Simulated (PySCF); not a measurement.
Molfile (atoms numbered from 1):
```
C10H14
     RDKit          3D

 24 25  0  0  0  0  0  0  0  0999 V2000
    2.1849    0.8187   -1.9437 C   0  0  0  0  0  0  0  0  0  0  0  0
    1.1265    0.1608   -1.5074 C   0  0  0  0  0  0  0  0  0  0  0  0
    0.8408   -0.1147   -0.0700 C   0  0  2  0  0  0  0  0  0  0  0  0
    0.5885   -1.6095    0.2314 C   0  0  0  0  0  0  0  0  0  0  0  0
   -0.8092   -1.6094    0.8944 C   0  0  2  0  0  0  0  0  0  0  0  0
   -1.7747   -1.2305   -0.1980 C   0  0  0  0  0  0  0  0  0  0  0  0
   -1.5744    0.0504   -0.4769 C   0  0  0  0  0  0  0  0  0  0  0  0
   -0.4804    0.5582    0.4313 C   0  0  2  0  0  0  0  0  0  0  0  0
   -0.3878    2.0581    0.6074 C   0  0  0  0  0  0  0  0  0  0  0  0
   -0.7532   -0.2964    1.6798 C   0  0  0  0  0  0  0  0  0  0  0  0
    2.9311    1.2046   -1.2679 H   0  0  0  0  0  0  0  0  0  0  0  0
    2.3548    1.0000   -2.9916 H   0  0  0  0  0  0  0  0  0  0  0  0
    0.3927   -0.2177   -2.2072 H   0  0  0  0  0  0  0  0  0  0  0  0
    1.6682    0.2645    0.5362 H   0  0  0  0  0  0  0  0  0  0  0  0
    0.6003   -2.2147   -0.6751 H   0  0  0  0  0  0  0  0  0  0  0  0
    1.3398   -2.0040    0.9149 H   0  0  0  0  0  0  0  0  0  0  0  0
   -1.0412   -2.5176    1.4465 H   0  0  0  0  0  0  0  0  0  0  0  0
   -2.4361   -1.9241   -0.6852 H   0  0  0  0  0  0  0  0  0  0  0  0
   -2.0399    0.6488   -1.2388 H   0  0  0  0  0  0  0  0  0  0  0  0
    0.3754    2.3096    1.3414 H   0  0  0  0  0  0  0  0  0  0  0  0
   -1.3398    2.4586    0.9498 H   0  0  0  0  0  0  0  0  0  0  0  0
   -0.1275    2.5335   -0.3364 H   0  0  0  0  0  0  0  0  0  0  0  0
    0.0496   -0.2604    2.4148 H   0  0  0  0  0  0  0  0  0  0  0  0
   -1.6999   -0.0469    2.1577 H   0  0  0  0  0  0  0  0  0  0  0  0
  1  2  2  0
  2  3  1  0
  3  4  1  0
  4  5  1  0
  5  6  1  0
  6  7  2  0
  7  8  1  0
  8  9  1  1
  8 10  1  0
  8  3  1  0
 10  5  1  0
  1 11  1  0
  1 12  1  0
  2 13  1  0
  3 14  1  1
  4 15  1  0
  4 16  1  0
  5 17  1  1
  6 18  1  0
  7 19  1  0
  9 20  1  0
  9 21  1  0
  9 22  1  0
 10 23  1  0
 10 24  1  0
M  END
```

PySCF 2.14 calculation with coordinates at the GFN2-xTB level and NMR shieldings at PBE0/pcSseg-1/GIAO; no solvent, averaged over atoms made equivalent by symmetry, fast rotation or ring inversion, a single conformation, relativity neglected.

Chemical shifts δ = σref − σ; 13C (σref 186.93) against TMS, all at this level.

Q: Do the 13C shifts follow the atomic charges (in e)? Tabulate both.

A: 
| atoms | hybridisation | δ (ppm) | σ para (ppm) | Hirshfeld | IAO | Mulliken | ESP-fitted |
| --- | --- | --- | --- | --- | --- | --- | --- |
| C2 | sp2 | 153.4 | -220 | -0.04 | -0.13 | -0.12 | -0.22 |
| C7 | sp2 | 146.8 | -212 | -0.05 | -0.18 | +0.00 | -0.30 |
| C6 | sp2 | 146.3 | -215 | -0.05 | -0.17 | -0.03 | -0.34 |
| C1 | sp2 | 120.7 | -187 | -0.11 | -0.33 | -0.12 | -0.46 |
| C10 | sp3 | 59.6 | -121 | -0.07 | -0.25 | +0.03 | -0.44 |
| C8 | sp3 | 56.4 | -118 | +0.02 | +0.04 | -0.60 | +0.43 |
| C3 | sp3 | 54.2 | -113 | -0.02 | -0.12 | -0.22 | +0.30 |
| C5 | sp3 | 46.2 | -110 | -0.03 | -0.12 | -0.27 | +0.26 |
| C4 | sp3 | 38.8 | -99 | -0.07 | -0.26 | -0.03 | -0.47 |
| C9 | sp3 | 19.3 | -74 | -0.12 | -0.42 | -0.06 | -0.51 |

Correlation coefficients of δ with charge over these carbons: Hirshfeld +0.07, IAO +0.17, Mulliken +0.28, ESP-fitted -0.23; with the paramagnetic shielding -1.00. Among the 6 sp3 carbons alone: Hirshfeld +0.73, IAO +0.75, Mulliken -0.35, ESP-fitted +0.53. With so few points, grouped by hybridisation, these coefficients are fragile. Charge is one influence among several: hybridisation and low-lying excitations act through the paramagnetic term.

Shifts are as computed. Against solution values, carbons near 30 ppm lie about +3 ppm off and those near 130 ppm about +5 ppm. Of 1211 compounds with measured shifts, 218 miss one by over three times the rms of a fit or turn the order of signals round; such compounds aren't used in these exercises.
